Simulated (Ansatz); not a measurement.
Reaction (ligand exchange at the Si–S bond): `CS[SiH2][SiH3]` + HCl → `[SiH3][SiH2]Cl` + CH₃SH

Computed with Ansatz on PBE0-D4/def2-TZVP structures; ΔE is electronic, products minus reactants. CCSD(T)/CBS is the MP2 limit (def2-TZVPP, def2-QZVPP) plus CCSD(T) − MP2 in def2-TZVPP, frozen cores. This one scheme is used for every species. DFT in def2-TZVPP. B3LYP here is the variant with VWN-RPA as its local correlation; programs differ in this. One conformer a species, not always the lowest.

| level | ΔE (kJ/mol) | difference from CCSD(T)/CBS |
| --- | --- | --- |
| r2SCAN-D4 | -33.0 | 0.0 |
| PBE0-D4 | -30.5 | 2.5 |
| B3LYP-D4 | -34.5 | -1.5 |
| ωB97M-V | -36.3 | -3.3 |
| PBE | -32.5 | 0.5 |
| HF/def2-TZVPP | -50.6 | -17.6 |
| CCSD/def2-TZVPP | -35.3 | -2.3 |
| CCSD(T)/def2-TZVPP | -32.2 | 0.8 |
| SCS-MP2/def2-QZVPP | -36.2 | -3.2 |
| HF/CBS(def2) | -51.4 | -18.4 |
| CCSD(T)/CBS | -33.0 | 0 |

Largest T1 diagnostic among the species: 0.012.

The D4 term adds +7.0 kJ/mol with B3LYP and +4.0 kJ/mol with PBE0; it sums over pairs of atoms, weighted by their polarisabilities, and B3LYP, whose exchange is more repulsive, gets the larger term. In def2-TZVPP, CCSD(T) changes the Hartree–Fock value by +18.4 kJ/mol (the triples alone add +3.2 kJ/mol) and MP2 by +19.2 kJ/mol.
